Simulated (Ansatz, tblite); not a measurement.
Cost and result up the ladder for SnEt3F (C₆H₁₅FSn) (23 atoms). Total charge 0; singlet. Geometry: PBE0-D4/def2-SVP.

```xyz
23

Sn    0.0165   -0.0154   -0.0020
C     0.5264    1.3607   -1.5796
C     2.0334    1.5246   -1.7301
H     0.0325    2.3228   -1.3647
H     0.0708    0.9726   -2.5048
H     2.2889    2.2016   -2.5622
H     2.4908    1.9434   -0.8194
H     2.5245    0.5588   -1.9250
C    -1.9988   -0.7753   -0.0549
C    -2.3205   -1.4588   -1.3777
H    -2.6846    0.0645    0.1459
H    -2.0995   -1.4731    0.7919
H    -3.3406   -1.8774   -1.3830
H    -2.2533   -0.7585   -2.2257
H    -1.6226   -2.2851   -1.5827
C     0.7434    0.5210    1.9540
C     0.6558   -0.6380    2.9386
H     0.1673    1.3942    2.3023
H     1.7837    0.8611    1.8265
H     1.0617   -0.3652    3.9270
H    -0.3855   -0.9630    3.0947
H     1.2190   -1.5132    2.5799
F     1.0906   -1.6022   -0.4491
```

Ansatz on 4 threads of Arm Neoverse V2 on a shared host; xTB runs through tblite on one thread. Times are rough, summed over both states, and most runs start from the orbitals of an earlier one. PBE0-D4/def2-TZVP serves as the yardstick here, not as an exact answer. The other state is a doublet.

In the def2 sets Sn takes a core potential; there is no spin–orbit coupling. The xTB rows come from tblite.

Run but left out: PBE-D4/def2-TZVP (charge +1 doublet: an occupied level 0.28 eV above an empty one).

Raw xTB energies of ions are shifted by several eV.

| level | functions | wall time | vertical IE (eV) | difference from PBE0-D4/def2-TZVP (eV) |
| --- | --- | --- | --- | --- |
| GFN2-xTB | 52 | 0.02 s | 12.94 | 3.85 |
| GFN1-xTB | 67 | 0.026 s | 13.96 | 4.86 |
| PBE0-D4/def2-TZVP (with forces) | 357 | 66 s | 9.09 | 0.00 |
| r2SCANh-D4/def2-TZVP | 357 | 82 s | 8.95 | -0.15 |
